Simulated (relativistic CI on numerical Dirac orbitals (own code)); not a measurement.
Calculated at this level of theory: Dirac-Coulomb-Breit CI, separate exchange-only KLI orbitals for each configuration, model QED (radiative potential, 1s self-energy scaled to tabulated hydrogen-like ionisation energies), unscaled Slater integrals (own radial code, finite nucleus).

CI space (outside the closed core [Ar] 3d10): 4s2.4p6.4d10, 4s2.4p6.4d9.4f, 4s2.4p5.4d10.4f, 4s2.4p6.4d9.5s, 4s.4p6.4d10.4f, 4s2.4p6.4d9.5p, 4s2.4p6.4d9.5d, 4s2.4p5.4d10.5s, 4s2.4p6.4d9.5f, 4s2.4p5.4d10.5p, 4s2.4p6.4d9.6s, 4s2.4p6.4d9.5g, 4s2.4p6.4d9.6p, 4s2.4p6.4d9.6d, 4s2.4p5.4d10.5d, 4s.4p6.4d10.5s, 4s2.4p6.4d9.6f, 4s2.4p6.4d9.7s, 4p6.4d10.4f2, 4p6.4d9.4f3, 4p5.4d10.4f3, 4p6.4d9.4f2.5s, 4p6.4d9.4f2.5p, 4p6.4d9.4f2.5d. Double excitations out of closed p, d and f shells are left out; levels of such configurations are missing from the list, as are those of other unlisted configurations, and high levels can miss mixing partners. These lack a partner that the ground configuration has and come out too high: 4s2.4p5.4d10.5s, 4s2.4p6.4d9.5f, 4s2.4p5.4d10.5p, 4s2.4p6.4d9.6s, 4s2.4p6.4d9.5g.

At this charge energies of transitions that change n are usually good to better than 1 %, and those within a shell (Δn = 0) to a few per cent.

Outline of the computed level scheme of Tm XXIV. Lowest level of each configuration: 4s2.4p6.4d10 1S_0 at 0.000 eV; 4s2.4p6.4d9.4f 3P°_0 at 164.769 eV; 4s2.4p6.4d9.5s 3D_3 at 261.280 eV; 4s2.4p6.4d9.5p 3P°_2 at 297.602 eV; 4s2.4p5.4d10.4f 3D_1 at 333.781 eV.

Some strong electric-dipole decays among the lowest 45 levels: 4s2.4p6.4d9.4f 1P°_1 → 4s2.4p6.4d10 1S_0 (5.5e+12 s⁻¹); 4s2.4p6.4d9.5p 1P°_1 → 4s2.4p6.4d10 1S_0 (8.9e+11 s⁻¹); 4s2.4p5.4d10.4f 3G_4 → 4s2.4p6.4d9.4f 3H°_5 (6.1e+11 s⁻¹); 4s2.4p5.4d10.4f 3G_5 → 4s2.4p6.4d9.4f 3H°_6 (6.0e+11 s⁻¹); 4s2.4p5.4d10.4f 3F_4 → 4s2.4p6.4d9.4f 3G°_5 (4.6e+11 s⁻¹); 4s2.4p6.4d9.5p 3D°_1 → 4s2.4p6.4d10 1S_0 (4.0e+11 s⁻¹); 4s2.4p5.4d10.4f 3F_3 → 4s2.4p6.4d9.4f 3G°_4 (3.0e+11 s⁻¹); 4s2.4p5.4d10.4f 3F_4 → 4s2.4p6.4d9.4f 3F°_4 (2.2e+11 s⁻¹).

LS names give the leading component of a level, which can be under half, so a name can repeat, a term be missing and a line seem to break the LS rules.
